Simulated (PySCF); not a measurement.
# Electron correlation in Pt (platinum, neutral)

[Xe] 4f14 5d9 6s1, high-spin 3D determinant. Computed with PySCF 2.14 in def2-TZVPPD with the def2 core potential (60 electrons) (6s5p3d2f1g, 59 functions), with a scalar-relativistic core potential. Frozen: 5s2 5p6; 10 electrons correlated.

| level | correlation energy (mhartree) |
| --- | --- |
| CCSD | -286.80 |
| (T) | -11.73 |
| CCSD(T) | -298.53 |

Diagnostics: T1 = 0.013, D1 = 0.0488, largest double amplitude 0.026.

Spin-orbit coupling, absent here, splits the open shell strongly.

Cost of the coupled-cluster step: roughly 8 core-seconds, for 10 correlated electrons.
